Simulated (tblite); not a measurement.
C7H9BrO.
Numbering: `[CH2:1]=[CH:2][C:3]1([C:4](=[O:5])[Br:6])[CH2:7][CH2:8][CH2:9]1` (hydrogens: H10, H11 on C1; H12 on C2; H13, H14 on C7; H15, H16 on C8; H17, H18 on C9)

Computed with GFN2-xTB (tblite), gas phase: L-BFGS steps from a force-field or distance-geometry start until the largest atomic force falls under 0.01 eV/Å.

Geometry at step 3:
```
atom  x, y, z in Å
C1      2.2809    0.4308   -0.7293
C2      1.5226    0.2932    0.3352
C3      0.0496    0.2056    0.2949
C4     -0.5868    1.5086    0.6399
O5     -1.3094    1.7041    1.5636
Br6    -0.1866    3.0133   -0.5725
C7     -0.5498   -0.9658    1.1026
C8     -1.5747   -1.1424   -0.0113
C9     -0.6539   -0.3617   -0.9507
H10     3.3361    0.4844   -0.5717
H11     1.8711    0.4992   -1.7219
H12     1.9648    0.2187    1.3138
H13     0.1644   -1.7928    1.1001
H14    -0.9358   -0.7540    2.0938
H15    -2.4939   -0.5775    0.1689
H16    -1.7344   -2.1807   -0.2668
H17    -1.1656    0.4203   -1.4928
H18    -0.0073   -0.9970   -1.5568
```

Task: Give the atomic forces at this geometry.

Result: 
```tsv
atom	Fx (eV/Å)	Fy (eV/Å)	Fz (eV/Å)
C1	0.120	0.041	-0.018
C2	0.155	0.109	-0.021
C3	0.056	-0.189	0.068
C4	-0.443	-0.034	1.022
O5	0.259	0.245	-0.458
Br6	0.059	-0.275	0.035
C7	-0.041	0.226	0.130
C8	0.014	-0.235	-0.098
C9	-0.206	0.200	0.015
H10	0.352	0.023	-0.378
H11	0.160	0.057	-0.007
H12	0.001	0.036	0.223
H13	-0.131	0.128	0.246
H14	0.126	-0.007	0.117
H15	0.069	-0.438	0.027
H16	-0.471	-0.071	-0.160
H17	0.070	-0.092	-0.712
H18	-0.151	0.277	-0.030
```

The largest, 1.11 eV/Å, acts on C4; the rms over all components is 0.255 eV/Å. The forces sum to zero within rounding, as they must for an isolated molecule in no field.

Task: Give the force on C4 in Eh/bohr and in nN.

Result: 1.114 eV/Å ÷ 51.422 = 0.02167 Eh/bohr, and 1.114 eV/Å × 1.602 = 1.79 nN.

Task: How far is this geometry from the end of the optimisation?

Result: 0.215 eV above it, and 0.281 Å rms away after alignment. The bonds farthest from their final lengths, with half the difference of the two atoms' forces along the bond (positive lengthens):

| bond | now (Å) | final (Å) | force along bond (eV/Å) |
| --- | --- | --- | --- |
| C2–C3 | 1.476 | 1.506 | +0.06 |
| C7–C8 | 1.524 | 1.536 | +0.09 |
| C4=O5 | 1.189 | 1.180 | -0.77 |
| C1–H10 | 1.068 | 1.076 | +0.09 |
| C9–H17 | 1.080 | 1.088 | +0.01 |
| C8–H15 | 1.094 | 1.088 | -0.07 |

The angle farthest from its final value is C4–C3–C9, 108.3° against 115.9°.

Of the 2 listed bonds off by 0.010 Å or more, this force points towards the final length in 2.

The cost below is that of the whole relaxation. On Arm Neoverse V1, one thread, no GPU (shared host), this took 0.58 s of wall time.
